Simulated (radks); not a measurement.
Values are calculated unless marked as measured or tabulated.
Initial-state core-level shifts of the iron ion Fe+ when its valence configuration changes from [Ar] 3d6 4s1. Code: a radial shooting solver on a logarithmic mesh with Libxc functionals. Model: scalar-relativistic Kohn-Sham, PBE, spin-polarised, spherical densities, point nucleus; open shells are filled with parallel spins first. Shifts are changes of the shell-averaged eigenvalues in eV (positive: less bound).

[
 {"valence": "3d7", "1s": "+4.941", "2p": "+5.538", "3s": "+4.991", "3p": "+4.833"},
 {"valence": "3d4 4s1 4p2", "1s": "-17.210", "2p": "-18.995", "3s": "-16.273", "3p": "-15.796"},
 {"valence": "3d6.5 4s0.5", "1s": "+2.643", "2p": "+2.967", "3s": "+2.639", "3p": "+2.554"},
 {"valence": "3d5 4s1 4p1", "1s": "-7.674", "2p": "-8.414", "3s": "-7.418", "3p": "-7.211"},
 {"valence": "3d5.5 4s1.5", "1s": "-3.101", "2p": "-3.437", "3s": "-3.033", "3p": "-2.944"},
 {"valence": "3d5 4s0.5 4p1.5", "1s": "-8.367", "2p": "-9.077", "3s": "-8.109", "3p": "-7.899"},
 {"valence": "3d6 4s0.5 4p0.5", "1s": "-0.736", "2p": "-0.694", "3s": "-0.738", "3p": "-0.738"},
 {"valence": "3d6 4p1", "1s": "-1.456", "2p": "-1.371", "3s": "-1.460", "3p": "-1.461"},
 {"valence": "3d5 4s2", "1s": "-6.499", "2p": "-7.220", "3s": "-6.281", "3p": "-6.093"}
]
